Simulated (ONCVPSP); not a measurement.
# Which change was made? (N, ONCV)

nitrogen, optimised norm-conserving Vanderbilt (ONCV), made with ONCVPSP 4.0.1 (PBE, scalar-relativistic). Core [He], reference 2s1.5 2p3.5. Waves: 2s: rc 0.85 bohr, ncon 4, nbas 9, qcut 6.2 1/bohr, 2 projectors, debl 3.5 Ha; 2p: rc 1.90 bohr, ncon 4, nbas 7, qcut 7 1/bohr, 2 projectors, debl 1 Ha; d scattering state at 0.32 Ha: rc 1.65 bohr, ncon 4, nbas 8, qcut 6.8 1/bohr, 2 projectors, debl 1.2 Ha. Local part: polynomial inside 0.60 bohr (lpopt 5, dvloc0 0 Ha). Core correction: none.

Cutoffs, loose and tight: the cutoffs (Ha) at which the residual kinetic energy of the hardest occupied pseudo-wave falls to 1 and 0.1 mHa per electron. They do not see the model core or the augmentation charge, which bear on the density cutoff. Test errors are all-electron minus pseudo excitation energies from the reference, over the configurations 2s2 2p3; 2s2 2p2; 2s2 2p1; 2s1 2p0; variants that change the core or the reference have their own tests. The largest error is taken over the tests solved by every variant that gives reliable tests at all, those not shown here included: 2s2 2p1; 2s2 2p2; 2s2 2p3.

The base gives: outcome: generated; cutoff, loose: 88 Ha; cutoff, tight: 297 Ha; bound ghosts: none; GHOST(+) flags above zero: none; largest test error (meV): +495.

Question: After one change the result is: outcome: generated; cutoff, loose: 88 Ha; cutoff, tight: 297 Ha; bound ghosts: s; GHOST(+) flags above zero: s; largest test error (meV): +495. Which change was it?
A. s: nproj 3
B. s: rc 0.74
C. reference 2s2 2p1.5
D. all radii scaled by about 1.13 (s 0.96, p 2.14, d 1.86 bohr); local potential polynomial inside 0.68 bohr (lpopt 5, dvloc0 0 Ha)

Answer: A. The others give: reference 2s2 2p1.5 → outcome: generated, projector energies reset by the program; cutoff, loose: 103 Ha; cutoff, tight: 304 Ha; bound ghosts: none; GHOST(+) flags above zero: none; largest test error (meV): +340 | s: rc 0.74 → outcome: generated; cutoff, loose: 54 Ha; cutoff, tight: 196 Ha; bound ghosts: none; GHOST(+) flags above zero: s; largest test error (meV): +490 | all radii scaled by about 1.13 (s 0.96, p 2.14, d 1.86 bohr); local potential polynomial inside 0.68 bohr (lpopt 5, dvloc0 0 Ha) → outcome: generated; cutoff, loose: 69 Ha; cutoff, tight: 238 Ha; bound ghosts: none; GHOST(+) flags above zero: none; largest test error (meV): +707.
